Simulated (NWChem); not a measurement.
System: C₂H₃BO₃; SMILES O=C1OCB1O

Input file for NWChem:

```
start job
memory heap 200 mb stack 900 mb global 1100 mb
geometry units angstroms noautosym nocenter noautoz
  O      1.258190     1.569345     0.000000
  C      0.395596     0.747777     0.000000
  O     -0.954406     1.004019     0.000000
  C     -1.427440    -0.378110     0.000000
  B      0.084820    -0.845071     0.000000
  O      0.740941    -1.999428     0.000000
  H     -2.032991    -0.584478     0.896727
  H     -2.032991    -0.584478    -0.896727
  H      1.701521    -1.901529     0.000000
end
basis spherical
  * library 6-31g*
end
dft
  xc hfexch
  iterations 150
  mulliken
end
task dft energy
esp
  recalculate
  probe 0.07
  range 0.3
  factor 1.0
  spacing 0.02
end
task esp
```

Parts of the log:

```
             Northwest Computational Chemistry Package (NWChem) 7.3.0
             --------------------------------------------------------

                             Geometry "geometry" -> ""
                             -------------------------

 Output coordinates in angstroms (scale by  1.889725989 to convert to a.u.)

  No.       Tag          Charge          X              Y              Z
 ---- ---------------- ---------- -------------- -------------- --------------
    1 O                    8.0000     1.25819000     1.56934500     0.00000000
    2 C                    6.0000     0.39559600     0.74777700     0.00000000
    3 O                    8.0000    -0.95440600     1.00401900     0.00000000
    4 C                    6.0000    -1.42744000    -0.37811000     0.00000000
    5 B                    5.0000     0.08482000    -0.84507100     0.00000000
    6 O                    8.0000     0.74094100    -1.99942800     0.00000000
    7 H                    1.0000    -2.03299100    -0.58447800     0.89672700
    8 H                    1.0000    -2.03299100    -0.58447800    -0.89672700
    9 H                    1.0000     1.70152100    -1.90152900     0.00000000

 Effective nuclear repulsion energy (a.u.)     209.4805821637

  xc_inp: hfexch multiplicative factor not found.

                                 NWChem DFT Module
                                 -----------------

 Summary of "ao basis" -> "ao basis" (spherical)
 ------------------------------------------------------------------------------
       Tag                 Description            Shells   Functions and Types
 ---------------- ------------------------------  ------  ---------------------
 O                           6-31g*                  6       14   3s2p1d
 C                           6-31g*                  6       14   3s2p1d
 B                           6-31g*                  6       14   3s2p1d
 H                           6-31g*                  2        2   2s

            General Information
            -------------------
          SCF calculation type: DFT
          Wavefunction type:  closed shell.
          No. of atoms     :     9
          No. of electrons :    44
           Alpha electrons :    22
            Beta electrons :    22
          Charge           :     0
          Spin multiplicity:     1
          Use of symmetry is: off; symmetry adaption is: off
          Maximum number of iterations: 150
          AO basis - number of functions:    90
                     number of shells:    42
          Convergence on energy requested:  1.00D-06
          Convergence on density requested:  1.00D-05
          Convergence on gradient requested:  5.00D-04

              XC Information
              --------------
                     Hartree-Fock (Exact) Exchange  1.000

      Superposition of Atomic Density Guess
      -------------------------------------

 Sum of atomic energies:        -325.60435110

      Non-variational initial energy
      ------------------------------

 Total energy =    -328.417918
 1-e energy   =    -860.484809
 2-e energy   =     322.586308
 HOMO         =      -0.296686
 LUMO         =      -0.036698

     ---------------------------------------------
      Total Density - Mulliken Population Analysis
     ---------------------------------------------

    Atom       Charge   Shell Charges
 -----------   ------   -------------------------------------------------------
    1 O    8     8.86   2.00  0.95  3.11  0.93  1.84  0.02
    2 C    6     5.06   2.00  0.70  1.43  0.49  0.34  0.11
    3 O    8     8.65   2.00  0.93  2.94  0.95  1.82  0.03
    4 C    6     6.25   2.00  0.71  1.84  0.62  1.03  0.05
    5 B    5     4.34   2.00  0.60  1.06  0.40  0.19  0.09
    6 O    8     8.81   2.00  0.93  3.11  0.87  1.89  0.01
    7 H    1     0.79   0.47  0.32
    8 H    1     0.79   0.47  0.32
    9 H    1     0.45   0.35  0.10

   convergence    iter        energy       DeltaE   RMS-Dens  Diis-err
 ---------------- ----- ----------------- --------- --------- ---------
 d= 0,ls=0.0,diis     1   -326.6260584298 -5.36D+02  9.59D-03  1.23D+00
 d= 0,ls=0.0,diis     2   -326.7124364302 -8.64D-02  4.22D-03  6.11D-01
 d= 0,ls=0.0,diis     3   -326.7691030932 -5.67D-02  1.20D-03  1.22D-02
 d= 0,ls=0.0,diis     4   -326.7713027937 -2.20D-03  4.13D-04  2.33D-03
 d= 0,ls=0.0,diis     5   -326.7716252592 -3.22D-04  2.51D-04  2.09D-04
  Resetting Diis
 d= 0,ls=0.0,diis     6   -326.7717015157 -7.63D-05  1.45D-04  5.00D-05
 d= 0,ls=0.0,diis     7   -326.7717216210 -2.01D-05  2.83D-05  5.75D-06
 d= 0,ls=0.0,diis     8   -326.7717231453 -1.52D-06  1.43D-05  1.43D-06
 d= 0,ls=0.0,diis     9   -326.7717236477 -5.02D-07  1.99D-05  8.19D-07
 d= 0,ls=0.0,diis    10   -326.7717239458 -2.98D-07  2.34D-06  2.93D-08

         Total DFT energy =     -326.771723945816
      One electron energy =     -863.167321408007
           Coulomb energy =      367.047172690172
    Exchange-Corr. energy =      -40.132157391641
 Nuclear repulsion energy =      209.480582163660

 Numeric. integr. density =        0.000000000000

                       DFT Final Molecular Orbital Analysis
                       ------------------------------------

 Vector   20  Occ=2.000000D+00  E=-4.969588D-01
              MO Center= -9.1D-01, -8.4D-02,  6.7D-15, r^2= 2.0D+00
   Bfn.  Coefficient  Atom+Function         Bfn.  Coefficient  Atom+Function
  ----- ------------  ---------------      ----- ------------  ---------------
    45      0.323510  4 C  px                32      0.310981  3 O  py
    59     -0.260516  5 B  px                36      0.243751  3 O  py
    46     -0.209086  4 C  py                49      0.202609  4 C  px
    31     -0.173923  3 O  px                58      0.153062  5 B  s
    62      0.151597  5 B  s                 35     -0.146407  3 O  px

 Vector   21  Occ=2.000000D+00  E=-4.515593D-01
              MO Center= -3.2D-01,  9.0D-01, -5.5D-15, r^2= 2.6D+00
   Bfn.  Coefficient  Atom+Function         Bfn.  Coefficient  Atom+Function
  ----- ------------  ---------------      ----- ------------  ---------------
    33      0.467086  3 O  pz                37      0.392863  3 O  pz
     5     -0.356634  1 O  pz                 9     -0.280276  1 O  pz
    47     -0.167562  4 C  pz                86     -0.130538  7 H  s
    88      0.130538  8 H  s                 85     -0.117482  7 H  s
    87      0.117482  8 H  s                 19     -0.093954  2 C  pz

 Vector   22  Occ=2.000000D+00  E=-4.205552D-01
              MO Center=  5.3D-01,  7.6D-01,  1.7D-16, r^2= 2.4D+00
   Bfn.  Coefficient  Atom+Function         Bfn.  Coefficient  Atom+Function
  ----- ------------  ---------------      ----- ------------  ---------------
     4      0.389349  1 O  py                 8      0.306832  1 O  py
    20      0.270774  2 C  s                  3     -0.267491  1 O  px
    31     -0.241831  3 O  px                35     -0.211220  3 O  px
    18     -0.208926  2 C  py                60      0.208753  5 B  py
     7     -0.204602  1 O  px                62      0.158113  5 B  s

 Vector   23  Occ=0.000000D+00  E= 8.068015D-02
              MO Center=  2.0D-01, -2.2D-01,  9.0D-15, r^2= 2.7D+00
   Bfn.  Coefficient  Atom+Function         Bfn.  Coefficient  Atom+Function
  ----- ------------  ---------------      ----- ------------  ---------------
    65      0.553518  5 B  pz                61      0.333319  5 B  pz
    79     -0.284634  6 O  pz                 9     -0.272133  1 O  pz
    23      0.261679  2 C  pz                 5     -0.225406  1 O  pz
    19      0.220936  2 C  pz                75     -0.200764  6 O  pz
    37     -0.194901  3 O  pz                86     -0.187737  7 H  s

 Vector   24  Occ=0.000000D+00  E= 1.884019D-01
              MO Center=  1.6D+00, -1.7D+00,  2.4D-15, r^2= 2.5D+00
   Bfn.  Coefficient  Atom+Function         Bfn.  Coefficient  Atom+Function
  ----- ------------  ---------------      ----- ------------  ---------------
    90      1.409477  9 H  s                 76     -1.039908  6 O  s
    62      0.587543  5 B  s                 77     -0.467033  6 O  px
    48     -0.412317  4 C  s                 21      0.293050  2 C  px
    34      0.253807  3 O  s                  6     -0.252235  1 O  s
    73     -0.203533  6 O  px                22      0.187329  2 C  py

 Vector   25  Occ=0.000000D+00  E= 2.494390D-01
              MO Center= -1.8D+00, -6.1D-01,  4.3D-14, r^2= 3.7D+00
   Bfn.  Coefficient  Atom+Function         Bfn.  Coefficient  Atom+Function
  ----- ------------  ---------------      ----- ------------  ---------------
    48      2.288130  4 C  s                 86     -1.346398  7 H  s
    88     -1.346398  8 H  s                 62     -0.981288  5 B  s
    49     -0.534167  4 C  px                50     -0.535467  4 C  py
    63      0.374002  5 B  px                22     -0.237028  2 C  py
    34      0.197075  3 O  s                 77     -0.181767  6 O  px

     ---------------------------------------------
      Total Density - Mulliken Population Analysis
     ---------------------------------------------

    Atom       Charge   Shell Charges
 -----------   ------   -------------------------------------------------------
    1 O    8     8.53   2.00  0.91  2.84  0.96  1.79  0.03
    2 C    6     5.40   2.00  0.69  1.79  0.41  0.39  0.14
    3 O    8     8.64   2.00  0.90  2.86  1.01  1.84  0.04
    4 C    6     6.22   2.00  0.65  1.97  0.60  0.94  0.06
    5 B    5     4.41   2.00  0.57  1.32  0.24  0.18  0.12
    6 O    8     8.68   2.00  0.89  2.92  0.93  1.91  0.02
    7 H    1     0.80   0.52  0.28
    8 H    1     0.80   0.52  0.28
    9 H    1     0.51   0.44  0.07

     -------------------------------------------
      Total Density - Lowdin Population Analysis
     -------------------------------------------

    Atom       Charge   Shell Charges
 -----------   ------   -------------------------------------------------------
    1 O    8     8.25   1.99  0.85  2.71  0.70  1.94  0.06
    2 C    6     5.81   1.98  0.52  1.61  0.39  1.00  0.30
    3 O    8     8.25   1.99  0.86  2.74  0.66  1.93  0.07
    4 C    6     6.13   1.99  0.53  1.80  0.43  1.27  0.12
    5 B    5     4.96   1.98  0.44  1.22  0.34  0.71  0.28
    6 O    8     8.26   1.99  0.82  2.77  0.65  1.99  0.04
    7 H    1     0.86   0.50  0.36
    8 H    1     0.86   0.50  0.36
    9 H    1     0.63   0.43  0.20

     Multipole analysis of the density
     ---------------------------------

     L   x y z        total         alpha         beta         nuclear
     -   - - -        -----         -----         ----         -------
     0   0 0 0     -0.000000    -22.000000    -22.000000     44.000000

     1   1 0 0     -0.055832     -0.241810     -0.241810      0.427787
     1   0 1 0     -1.606566     -0.343749     -0.343749     -0.919068
     1   0 0 1      0.000000      0.000000      0.000000      0.000000

     2   2 0 0    -22.855129    -98.392175    -98.392175    173.929220
     2   1 1 0     -2.939663     -1.602937     -1.602937      0.266210
     2   1 0 1     -0.000000     -0.000000     -0.000000      0.000000
     2   0 2 0    -30.940180   -143.727497   -143.727497    256.514813
     2   0 1 1     -0.000000     -0.000000     -0.000000      0.000000
     2   0 0 2    -23.307213    -14.525168    -14.525168      5.743124

                     NWChem Electrostatic Potential Fit Module
                     -----------------------------------------

 Atom parameters

 Number of atoms is                                    9
 Number of basis functions is                         90

 Grid parameters

 Maximum number of grid points is                  37029
 Number of grid points is                          37028
 Grid range                                     0.300000 nm
 Grid spacing                                   0.020000 nm
 Probe radius                                   0.070000 nm
 Atom radius factor                             1.000000

 Atomic radii

    1    0.100000
    5    0.158000
    6    0.147000
    8    0.136000
 FASTESP  F
  using M.O. file = ./job.movecs

    Atom              Coordinates                           Charge

                                                  ESP

    1 O     0.125819    0.156935    0.000000   -0.549921
    2 C     0.039560    0.074778    0.000000    0.599234
    3 O    -0.095441    0.100402    0.000000   -0.442958
    4 C    -0.142744   -0.037811    0.000000    0.139573
    5 B     0.008482   -0.084507    0.000000    0.378128
    6 O     0.074094   -0.199943    0.000000   -0.618175
    7 H    -0.203299   -0.058448    0.089673    0.032037
    8 H    -0.203299   -0.058448   -0.089673    0.032369
    9 H     0.170152   -0.190153    0.000000    0.429714
                                            ------------
                                                0.000000

 Dipole moment                                  1.611278

 Quadrupole moment Qxx                         10.882857
                   Qyy                        -18.814697
                   Qzz                          7.931840

 RMS deviation kJ/mol                           0.060602

 RRMS %                                        15.431781
```

Level: Hartree-Fock/6-31G* (spherical d). Coordinates come from a PBE0/def2-SVP optimisation.
